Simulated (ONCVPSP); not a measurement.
## Which change was made? (B, ONCV)

| Property | Result |
| --- | --- |
| Element | B |
| Generator | ONCVPSP 4.0.1 |
| Type | optimised norm-conserving Vanderbilt (ONCV) |
| Functional | PBE |
| Relativity | scalar-relativistic |
| Frozen core | [He] |
| Valence charge | 3 |
| Reference configuration | 2s2 2p1 |
| Partial waves | 2s: rc 1.40 bohr, ncon 5, nbas 10, qcut 4 1/bohr, 2 projectors, debl 2.8 Ha; 2p: rc 3.25 bohr, ncon 4, nbas 7, qcut 5.2 1/bohr, 2 projectors, debl 0.5 Ha |
| Local potential | polynomial inside 1.20 bohr (lpopt 5, dvloc0 0 Ha) |
| Core correction | none |

Cutoffs, loose and tight: the cutoffs (Ha) at which the residual kinetic energy of the hardest occupied pseudo-wave falls to 1 and 0.1 mHa per electron. They do not see the model core or the augmentation charge, which bear on the density cutoff. Test errors are all-electron minus pseudo excitation energies from the reference, over the configurations 2s2 2p0; 2s1 2p0; 2s2 2p0.5; 2s0 2p3; variants that change the core or the reference have their own tests.

The base gives: outcome: generated; cutoff, loose: 21 Ha; cutoff, tight: 128 Ha; bound ghosts: none; GHOST(+) flags above zero: none; largest test error (meV): +278.

Task: After one change the result is: outcome: generated; cutoff, loose: 21 Ha; cutoff, tight: 128 Ha; bound ghosts: none; GHOST(+) flags above zero: none; largest test error (meV): +542. Which change was it?
A. all radii scaled by about 0.89 (s 1.24, p 2.90 bohr); local potential polynomial inside 1.06 bohr (lpopt 5, dvloc0 0 Ha)
B. s: rc 1.74
C. p: qcut 3.1

Result: C. The others give: s: rc 1.74 → outcome: generated; cutoff, loose: 8.7 Ha; cutoff, tight: 76 Ha; bound ghosts: none; GHOST(+) flags above zero: none; largest test error (meV): +266 | all radii scaled by about 0.89 (s 1.24, p 2.90 bohr); local potential polynomial inside 1.06 bohr (lpopt 5, dvloc0 0 Ha) → outcome: generated; cutoff, loose: 21 Ha; cutoff, tight: 111 Ha; bound ghosts: none; GHOST(+) flags above zero: none; largest test error (meV): +221.
